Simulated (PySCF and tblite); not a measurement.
Results of a calculation; reference values are marked as such.
System: C5HFN2O2, numbered as in [N:1]#[C:2][C:3](=[O:4])/[C:5]([F:6])=[C:7](/[OH:8])[C:9]#[N:10].

For the rotation about the C7–O8 bond (torsion C5–C7–O8–H from 0° to 180°, rising): electronic barrier 7.43 kcal/mol, zero-point change -0.97 kcal/mol, thermal and entropy terms at 400 K a further 0.03 kcal/mol (symmetry numbers apart). The minimum is Cs, the saddle C1. The path came from a restrained scan, a climbing-image band and a saddle search at GFN2-xTB; energies are revPBE/pcSseg-1 + D3(BJ)//GFN2-xTB, thermal terms GFN2-xTB. Rate constants are transition-state-theory values, counting equivalent paths, without tunnelling. Run with tblite and PySCF.

How many equivalent paths lead out of the minimum?

2: the symmetry number of the minimum is 1, that of the saddle displaced along its mode 1, and the displaced saddle is chiral while the minimum is not, which doubles the count.

Work out the rate at 400 K.

ΔG‡ = 6.49 kcal/mol; k_B T/h = 8.3×10¹² s⁻¹; exp(−ΔG‡/RT) = 0.00028; times 2 gives k = 4.7×10⁹ s⁻¹. Wigner's tunnelling factor for the 563i cm⁻¹ mode would be 1.17.
